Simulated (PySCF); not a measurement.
# Nonlinear optical response: SMILES Cc1nc(CF)n[se]1, C$_{4}$H$_{5}$FN$_{2}$Se

Cartesian coordinates in Å; atom numbers follow the order of the lines, from 1:
```xyz
13

C    -2.490   -0.257    0.080
C    -1.108    0.266   -0.019
N    -0.048   -0.460    0.031
C     1.085    0.268   -0.087
C     2.415   -0.416   -0.040
F     2.645   -0.940    1.208
N     1.024    1.559   -0.244
Se   -0.664    2.102   -0.260
H    -3.017   -0.114   -0.863
H    -2.454   -1.319    0.310
H    -3.042    0.267    0.859
H     2.436   -1.255   -0.744
H     3.213    0.301   -0.249
```

Computed with quadratic response BHandHLYP/aug-cc-pVDZ first hyperpolarisability, Taylor convention, gas phase in PySCF. Geometry: GFN2-xTB.

The calculation is non-relativistic, which matters for the atoms heavier than Zn.

Problem. Give β for the processes computed.

Solution. In 10⁻³⁰ esu, Taylor convention; the vector part is βᵢ = ⅓ Σⱼ (βᵢⱼⱼ + βⱼᵢⱼ + βⱼⱼᵢ); β∥ is 3/5 of the vector part along the dipole, the dipole points from − to +:
| process | λ (nm) | β vector norm | β∥ | β HRS | depolarisation ratio |
| --- | --- | --- | --- | --- | --- |
| static β(0;0,0) | ∞ | 2.01 | -0.68 | 0.77 | 6.97 |
| second harmonic β(−2ω;ω,ω) | 1064 | 2.18 | -0.72 | 0.84 | 6.69 |
| Pockels β(−ω;ω,0) | 1064 | 2.06 | -0.69 | – | – |

Problem. Which lowest excitations, dipole and polarisabilities go with it?

Solution. S1 5.09 eV (f = 0.001); S2 5.27 eV (f = 0.002); S3 5.37 eV (f = 0.092); dipole 3.38 D; isotropic α 84.7 au static, 85.5 au at 1064 nm, 88.2 au at 532 nm.
